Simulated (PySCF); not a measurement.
PySCF input for C3H11BSi, SMILES CB(C)C[SiH3], TDDFT-PBE/def2-SVPD. Geometry optimised at PBE0-D3(BJ)/def2-SVP. The structure was generated by enumeration, and PubChem lists no compound with its InChIKey, so it may never have been made. Other conformers were not sampled.

```python
import numpy as np
from pyscf import gto, scf, dft, tdscf

mol = gto.M(
    atom='''
    Si    1.79848937   -0.30443400   -0.11695441
    C     0.29268540   -0.12734815    1.01024125
    B    -0.96344412    0.15217548    0.12058840
    C    -1.41450030    1.63623104   -0.14824782
    C    -1.75282775   -1.03384063   -0.54964225
    H     3.03737894   -0.53103122    0.68992468
    H     1.99486992    0.93114056   -0.93731763
    H     1.62811417   -1.46032584   -1.05075559
    H     0.22936078   -1.07557846    1.57008599
    H     0.53260285    0.69648130    1.70343385
    H    -1.95824990    1.77924769   -1.09468900
    H    -2.13159606    1.88287008    0.65963535
    H    -0.60295382    2.37651441   -0.07462028
    H    -2.83984205   -0.85195117   -0.56930172
    H    -1.44564542   -1.06755857   -1.61300796
    H    -1.55781397   -2.02886382   -0.12307488
    ''',
    basis='def2-SVPD',
    charge=0,
    spin=0,
    max_memory=1600,
    verbose=4,
)
mf = dft.RKS(mol, xc='pbe').density_fit(auxbasis='def2-universal-jkfit')
mf.grids.level = 3
mf.conv_tol = 1e-9
mf.max_cycle = 100
mf.kernel()
mf.grids = dft.Grids(mol).set(level=1).build(with_non0tab=True)  # coarser grid for the response kernel
td = tdscf.TDDFT(mf)
td.singlet = True
td.nstates = 10
td.conv_tol = 1e-4
td.positive_eig_threshold = 1e-6
td.kernel(x0=td.get_init_guess(mf, 15))
td.analyze()
tt = tdscf.TDA(mf)
tt.singlet = False
tt.nstates = 4
tt.conv_tol = 1e-4
tt.positive_eig_threshold = 1e-6
tt.kernel(x0=tt.get_init_guess(mf, 9))
tt.analyze(verbose=3)
```

It prints:

```
PySCF version 2.14.0

[INPUT] verbose = 4
[INPUT] num. atoms = 16
[INPUT] num. electrons = 48
[INPUT] charge = 0
[INPUT] spin (= nelec alpha-beta = 2S) = 0
[INPUT] symmetry False subgroup None
[INPUT] Mole.unit = angstrom
[INPUT] Symbol           X                Y                Z      unit          X                Y                Z       unit  Magmom
[INPUT]  1 Si     1.798489370000  -0.304434000000  -0.116954410000 AA    3.398652347242  -0.575296883006  -0.221011803960 Bohr   0.0
[INPUT]  2 C      0.292685400000  -0.127348150000   1.010241250000 AA    0.553095246659  -0.240653125970   1.909079282238 Bohr   0.0
[INPUT]  3 B     -0.963444120000   0.152175480000   0.120588400000 AA   -1.820645523123   0.287569980074   0.227879049800 Bohr   0.0
[INPUT]  4 C     -1.414500300000   1.636231040000  -0.148247820000 AA   -2.673018170115   3.092028542112  -0.280147778364 Bohr   0.0
[INPUT]  5 C     -1.752827750000  -1.033840630000  -0.549642250000 AA   -3.312364391038  -1.953675647148  -1.038673318990 Bohr   0.0
[INPUT]  6 H      3.037378940000  -0.531031220000   0.689924680000 AA    5.739814333122  -1.003503569394   1.303768691778 Bohr   0.0
[INPUT]  7 H      1.994869920000   0.931140560000  -0.937317630000 AA    3.769757802933   1.759600641874  -1.771273612426 Bohr   0.0
[INPUT]  8 H      1.628114170000  -1.460325840000  -1.050755590000 AA    3.076689880824  -2.759615890225  -1.985640288956 Bohr   0.0
[INPUT]  9 H      0.229360780000  -1.075578460000   1.570085990000 AA    0.433429057917  -2.032548714881   2.967032513117 Bohr   0.0
[INPUT] 10 H      0.532602850000   0.696481300000   1.703433850000 AA    1.006473519663   1.316158907881   3.219023447813 Bohr   0.0
[INPUT] 11 H     -1.958249900000   1.779247690000  -1.094689000000 AA   -3.700555994457   3.362290841865  -2.068662401574 Bohr   0.0
[INPUT] 12 H     -2.131596060000   1.882870080000   0.659635350000 AA   -4.028132761602   3.558108779338   1.246530153582 Bohr   0.0
[INPUT] 13 H     -0.602953820000   2.376514410000  -0.074620280000 AA   -1.139417585560   4.490961365982  -0.141011892538 Bohr   0.0
[INPUT] 14 H     -2.839842050000  -0.851951170000  -0.569301720000 AA   -5.366523711523  -1.609954382803  -1.075824333044 Bohr   0.0
[INPUT] 15 H     -1.445645420000  -1.067558570000  -1.613007960000 AA   -2.731873917032  -2.017393319232  -3.048143281143 Bohr   0.0
[INPUT] 16 H     -1.557813970000  -2.028863820000  -0.123074880000 AA   -2.943841756321  -3.833996963839  -0.232577816014 Bohr   0.0

nuclear repulsion = 211.499209407419
number of shells = 86
number of NR pGTOs = 272
number of NR cGTOs = 192
basis = def2-SVPD
ecp = {}


[settings echo left out]
init E= -434.539681851839
  HOMO = -0.345669910130036  LUMO = -0.120201004980638  gap/eV = 6.13532
cycle= 1 E= -434.600408889035  delta_E= -0.0607  |g|= 0.675  |ddm|=  5.2
  HOMO = -0.145316209296925  LUMO = 0.00434815984216552  gap/eV = 4.07257
cycle= 2 E= -434.389286448491  delta_E= 0.211  |g|= 1.07  |ddm|= 2.16
  HOMO = -0.26823831534602  LUMO = -0.0634994957843542  gap/eV = 5.57123
cycle= 3 E= -434.726362575725  delta_E= -0.337  |g|= 0.0893  |ddm|= 1.46
  HOMO = -0.258956976138621  LUMO = -0.049796714022206  gap/eV = 5.69154
cycle= 4 E= -434.728801440991  delta_E= -0.00244  |g|= 0.0415  |ddm|= 0.206
  HOMO = -0.26168781192455  LUMO = -0.052346784525878  gap/eV = 5.69646
cycle= 5 E= -434.729276673691  delta_E= -0.000475  |g|= 0.009  |ddm|= 0.0609
  HOMO = -0.261543397907778  LUMO = -0.052884083019995  gap/eV = 5.67791
cycle= 6 E= -434.729299119919  delta_E= -2.24e-05  |g|= 0.00309  |ddm|= 0.0139
  HOMO = -0.261557015277952  LUMO = -0.0527220942326498  gap/eV = 5.68269
cycle= 7 E= -434.729301781791  delta_E= -2.66e-06  |g|= 0.000533  |ddm|= 0.00541
  HOMO = -0.261546596427151  LUMO = -0.0527339891373124  gap/eV = 5.68208
cycle= 8 E= -434.72930188617  delta_E= -1.04e-07  |g|= 8.9e-05  |ddm|= 0.00122
  HOMO = -0.261556395580247  LUMO = -0.0527417171091717  gap/eV = 5.68214
cycle= 9 E= -434.729301889103  delta_E= -2.93e-09  |g|= 2.66e-05  |ddm|= 0.00028
  HOMO = -0.261555865833351  LUMO = -0.0527412097893496  gap/eV = 5.68214
cycle= 10 E= -434.729301889362  delta_E= -2.59e-10  |g|= 4.64e-06  |ddm|= 6.59e-05
  HOMO = -0.261556090639812  LUMO = -0.052741259066345  gap/eV = 5.68214
Extra cycle  E= -434.729301889354  delta_E= 7.39e-12  |g|= 5.14e-06  |ddm|= 1.87e-05
converged SCF energy = -434.729301889354
tot grids = 54328
Overwritten attributes  positive_eig_threshold  of <class 'pyscf.tdscf.rks.CasidaTDDFT'>


******** <class 'pyscf.tdscf.rks.CasidaTDDFT'> for <class 'pyscf.df.df_jk.DFRKS'> ********
nstates = 10 singlet
deg_eia_thresh = 1.000e-03
wfnsym = None
conv_tol = 0.0001
eigh lindep = 1e-12
eigh level_shift = 0
eigh max_cycle = 100


Excitation energies (eV)
[5.90359385 5.94621912 6.66509688 6.72782645 6.76005742 6.88100491
 7.25914359 7.49241154 7.602403   7.60737632]

** Singlet excitation energies and oscillator strengths **
Excited State   1:      5.90359 eV    210.01 nm  f=0.0351
      23 -> 25        0.13609
      24 -> 25       -0.68557
Excited State   2:      5.94622 eV    208.51 nm  f=0.0037
      23 -> 25        0.69233
      24 -> 25        0.13341
Excited State   3:      6.66510 eV    186.02 nm  f=0.0004
      21 -> 25       -0.69573
      22 -> 25        0.11193
Excited State   4:      6.72783 eV    184.29 nm  f=0.0216
      20 -> 25       -0.14454
      21 -> 25        0.11271
      22 -> 25        0.67234
Excited State   5:      6.76006 eV    183.41 nm  f=0.0242
      24 -> 26       -0.70135
Excited State   6:      6.88100 eV    180.18 nm  f=0.0263
      23 -> 26       -0.70657
Excited State   7:      7.25914 eV    170.80 nm  f=0.1665
      20 -> 25       -0.66224
      22 -> 25       -0.12725
      22 -> 26        0.13933
Excited State   8:      7.49241 eV    165.48 nm  f=0.0098
      24 -> 27       -0.69843
Excited State   9:      7.60240 eV    163.09 nm  f=0.0031
      19 -> 25       -0.55882
      23 -> 27        0.41695
Excited State  10:      7.60738 eV    162.98 nm  f=0.0023
      19 -> 25       -0.39140
      22 -> 26        0.13481
      23 -> 27       -0.56650

** Transition electric dipole moments (AU) **
state          X           Y           Z        Dip. S.      Osc.
  1        -0.4843      0.0347     -0.0842      0.2429      0.0351
  2         0.1369     -0.0772      0.0276      0.0255      0.0037
  3        -0.0352     -0.0374     -0.0083      0.0027      0.0004
  4        -0.3538      0.0744      0.0001      0.1308      0.0216
  5        -0.3632      0.0895     -0.0804      0.1464      0.0242
  6        -0.0405     -0.3744     -0.1200      0.1562      0.0263
  7         0.9304     -0.2214      0.1466      0.9362      0.1665
  8        -0.2227      0.0341      0.0497      0.0532      0.0098
  9        -0.1296     -0.0024     -0.0061      0.0168      0.0031
 10        -0.0903     -0.0508     -0.0431      0.0126      0.0023

** Transition velocity dipole moments (imaginary part, AU) **
state          X           Y           Z        Dip. S.      Osc.
  1        -0.1061      0.0081     -0.0189      0.0117      0.0359
  2         0.0300     -0.0165      0.0061      0.0012      0.0037
  3        -0.0088     -0.0101     -0.0016      0.0002      0.0005
  4        -0.0870      0.0182      0.0021      0.0079      0.0213
  5        -0.0928      0.0230     -0.0194      0.0095      0.0256
  6        -0.0108     -0.0976     -0.0307      0.0106      0.0279
  7         0.2505     -0.0588      0.0368      0.0676      0.1689
  8        -0.0643      0.0098      0.0152      0.0045      0.0108
  9        -0.0358     -0.0006     -0.0019      0.0013      0.0031
 10        -0.0256     -0.0153     -0.0128      0.0011      0.0025

** Transition magnetic dipole moments (imaginary part, AU) **
state          X           Y           Z
  1         0.4152      1.1699      0.2186
  2         0.9163     -0.5130      0.6406
  3        -0.1235      0.1862      0.1697
  4         0.0847      0.6978      0.0479
  5         0.0808      0.7921      0.0288
  6        -0.1782      0.2097     -0.4511
  7        -0.0205     -0.0323     -0.0048
  8        -0.0318     -0.0649      0.0426
  9        -0.1083     -0.0129     -0.0174
 10         0.2889     -0.1127      0.3474
Overwritten attributes  positive_eig_threshold  of <class 'pyscf.tdscf.rks.TDA'>


******** <class 'pyscf.tdscf.rks.TDA'> for <class 'pyscf.df.df_jk.DFRKS'> ********
nstates = 4 triplet
deg_eia_thresh = 1.000e-03
wfnsym = None
conv_tol = 0.0001
eigh lindep = 1e-12
eigh level_shift = 0
eigh max_cycle = 100


Excitation energies (eV)
[5.36362716 5.50568251 6.32354973 6.54917415]

** Triplet excitation energies and oscillator strengths **
Excited State   1:      5.36363 eV    231.16 nm  f=0.0000
Excited State   2:      5.50568 eV    225.19 nm  f=0.0000
Excited State   3:      6.32355 eV    196.07 nm  f=0.0000
Excited State   4:      6.54917 eV    189.31 nm  f=0.0000
```

The run converged.

Cost: very roughly 110 core-seconds.
